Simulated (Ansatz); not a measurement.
Cartesian coordinates in Å:
```
Cl 2.114 1.646 -0.467
Si 0.672 0.601 0.535
C 0.059 -0.977 -0.156
C -0.916 0.237 -0.295
H 0.764 0.842 1.985
H 0.479 -1.349 -1.086
H -0.257 -1.776 0.508
H -1.081 0.590 -1.308
H -1.833 0.186 0.284
```

Total charge 0; spin multiplicity 1.

Question: List the PBE0/def2-TZVPP orbital energies in eV (Ansatz 0.2.0). (An estimate is asked.)

Answer: Ansatz gave: Occupied: -2767.47, -1803.33, -278.25, -278.24, -259.32, -197.60, -197.47, -197.47, -145.61, -100.32, -100.24, -100.24, -23.29, -21.84, -16.87, -14.48, -13.15, -12.29, -10.79, -10.46, -9.84, -9.69, -8.50, -7.10. Lowest empty: 0.41, 0.48, 1.28, 1.50, 2.29, 2.59, 3.30, 4.24.
